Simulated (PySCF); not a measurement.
Species: `S[SiH2]O[SiH2]S[SiH2]S`. The columns A, B, C and D hold Mulliken, IAO, Hirshfeld and ESP-fitted charges (e) of one PBE0/pcSseg-1 density (PySCF), in a shuffled order. Coordinates in Å (GFN2-xTB); the density's dipole moment is (0.83, 0.64, 1.00) D.

```json
{"atom": "S1", "x": "3.717", "y": "-1.518", "z": "-0.594", "A": "-0.424", "B": "-0.344", "C": "-0.404", "D": "-0.152"}
{"atom": "Si2", "x": "2.909", "y": "0.358", "z": "0.051", "A": "+0.446", "B": "+0.969", "C": "+0.801", "D": "+0.393"}
{"atom": "O3", "x": "1.429", "y": "0.411", "z": "-0.589", "A": "-0.262", "B": "-0.877", "C": "-0.708", "D": "-0.294"}
{"atom": "Si4", "x": "-0.082", "y": "-0.122", "z": "-0.753", "A": "+0.503", "B": "+0.960", "C": "+0.816", "D": "+0.381"}
{"atom": "S5", "x": "-1.128", "y": "0.669", "z": "0.946", "A": "-0.371", "B": "-0.452", "C": "-0.533", "D": "-0.182"}
{"atom": "Si6", "x": "-3.098", "y": "-0.137", "z": "0.686", "A": "+0.315", "B": "+0.620", "C": "+0.479", "D": "+0.298"}
{"atom": "S7", "x": "-3.920", "y": "0.402", "z": "-1.221", "A": "-0.351", "B": "-0.315", "C": "-0.365", "D": "-0.131"}
{"atom": "H8", "x": "4.906", "y": "-1.375", "z": "-0.029", "A": "+0.236", "B": "+0.104", "C": "+0.151", "D": "+0.060"}
{"atom": "H9", "x": "2.839", "y": "0.369", "z": "1.503", "A": "-0.065", "B": "-0.146", "C": "-0.091", "D": "-0.075"}
{"atom": "H10", "x": "3.609", "y": "1.460", "z": "-0.582", "A": "-0.079", "B": "-0.142", "C": "-0.100", "D": "-0.076"}
{"atom": "H11", "x": "-0.545", "y": "0.506", "z": "-1.976", "A": "-0.095", "B": "-0.133", "C": "-0.075", "D": "-0.076"}
{"atom": "H12", "x": "-0.131", "y": "-1.573", "z": "-0.697", "A": "-0.052", "B": "-0.142", "C": "-0.082", "D": "-0.072"}
{"atom": "H13", "x": "-3.864", "y": "0.469", "z": "1.758", "A": "-0.017", "B": "-0.104", "C": "-0.032", "D": "-0.067"}
{"atom": "H14", "x": "-3.086", "y": "-1.586", "z": "0.655", "A": "-0.003", "B": "-0.108", "C": "-0.023", "D": "-0.065"}
{"atom": "H15", "x": "-3.558", "y": "1.676", "z": "-1.193", "A": "+0.220", "B": "+0.111", "C": "+0.165", "D": "+0.061"}
```

Q: Which column most likely holds the ESP-fitted charges?

A: A. Σ q r misses the density's dipole by 0.06 D (A), 1.02 D (C), 1.09 D (D), 1.14 D (B). Charges fitted to the outside potential are the only set here that is tied to the molecule's multipoles.

Q: And the Hirshfeld charges?

A: D. The mean sizes are 0.159 e (D), 0.229 e (A), 0.322 e (C), 0.369 e (B), and Hirshfeld charges are commonly the smallest of these schemes.

As computed, A = ESP-fitted, B = IAO, C = Mulliken, D = Hirshfeld.

The Hirshfeld scheme divides the density at each point in proportion to the densities of the neutral, spherically averaged free atoms. The ESP scheme fits charges at the nuclei, held to the total charge, to the electrostatic potential on points at 1.4 to 2.0 times the van der Waals radii.

Isolated species at its GFN2-xTB geometry (one conformer only).
